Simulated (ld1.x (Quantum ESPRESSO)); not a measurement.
# What one change does to a pseudopotential (Pt (Z = 78), PAW)

ld1.x (Quantum ESPRESSO) 7.5 input, shortened:

```
&input
   title='Pt', zed=78., rel=1, dft='WC', iswitch=3,
   config='[Xe] 4f14 5d8.5 6s0 6p0'
 /
 &inputp
   pseudotype=3, lpaw=.true., tm=.true., lloc=-2, rcloc=1.75,
   nlcc=.true., new_core_ps=.true.,
   which_augfun='GAUSS', rmatch_augfun=1.35
 /
6
6S  1  0   0.00   0.00  1.85  2.15  0.0
6S  1  0   0.00  -0.55  1.85  2.15  0.0
6P  2  1   0.00   0.00  1.80  2.50  0.0
6P  2  1   0.00  -0.35  1.80  2.50  0.0
5D  3  2   8.50   0.00  2.35  2.50  0.0
5D  3  2   0.00   2.75  2.35  2.50  0.0
 &test
   configts(1)='5d8.5 6s0 6p0'
 /
```

Change: all radii but the core radius scaled by about 1.18 (s 2.54, p 2.96, d 2.96 bohr, rcut 2.20/2.14/2.78); local potential all-electron potential smoothed inside 2.08 bohr (lloc = -2); augmentation GAUSS, radius 1.60 bohr.

Cutoffs: the cutoffs (Ry, on a coarse ladder) from which the occupation-weighted sum of valence levels, in a spherical-Bessel basis at the reference potential, stays within 10 and 1 mRy of its value at 400 Ry; they do not see the model core or the augmentation charge, which bear on the density cutoff. Errors are all-electron minus pseudo energies relative to the spin-unpolarised reference configuration.

Task: What does the change do?

Result: The potential gets softer (18 Ry and 30 Ry → 12 Ry and 18 Ry); the number of tests with a reliable result goes from 7 to 0 (the test run of the changed file stopped, so its transferability is not established); neither file shows a bound ghost. A larger radius leaves more room for a smooth pseudo-wave, so fewer plane waves are needed.

```tsv
quantity	base	changed
cutoff, loose	18 Ry	12 Ry
cutoff, tight	30 Ry	18 Ry
bound ghosts	none	none
tests with a reliable result	7 of 7	0 of 7 (the test run stopped)
lowest overlap eigenvalue by channel	s 0.52, p 0.58, d 0.76	s 0.37, p 0.53, d 0.74
```
